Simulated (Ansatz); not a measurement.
Ansatz results at the PBE0-D4/def2-TZVP geometry: HOMO–LUMO gap (ωB97M-V/def2-TZVPP) 11.34 eV; LUMO energy (PBE0/def2-TZVPP) -0.46 eV; HOMO energy (PBE/def2-TZVPP) -6.50 eV.

Each molecule was computed in one conformer, which needn't be the lowest.

(1) Which molecule gave them?
A. `C[SiH2][CH2][GeH3]`
B. `O[Si@H]1C[Si@@H](O)C1`
C. `C=C[SiH2][SiH](O)O`
D. `F[Si](F)(Cl)O[SiH2]Cl`

## Answers

(1) C. The others give `C[SiH2][CH2][GeH3]`: 12.75, 0.65, -7.20; `F[Si](F)(Cl)O[SiH2]Cl`: 13.17, -0.09, -7.87; `O[Si@H]1C[Si@@H](O)C1`: 11.54, 0.22, -6.35.
